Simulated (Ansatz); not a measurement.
Ansatz (an electronic-structure program) input:

Ansatz 0.2 input:
```yaml
crystal:
  periodic: [false, false, false]
  atoms:
    - {symbol: Si, position_ang: [-0.01031448, -0.02159705, 0.30558972]}
    - {symbol: Cl, position_ang: [-0.07890239, -0.16521028, 2.33766016]}
    - {symbol: Br, position_ang: [-0.88170038, 1.90776582, -0.31672669]}
    - {symbol: Br, position_ang: [2.08987871, -0.13896735, -0.36107731]}
    - {symbol: Br, position_ang: [-1.16572852, -1.67991466, -0.57986682]}
basis:
  gaussian:
    orbitals: def2-TZVPP
hamiltonian:
  xc: pbe
magnetization: {spin_polarized: false}
correlation: {method: rpa, electrons: outside_noble_gas}
```

### Question
Which total energy does the run end on?

### Answer
-8467.11294 Eh (RPA@PBE/def2-TZVPP). The basis has 228 functions.
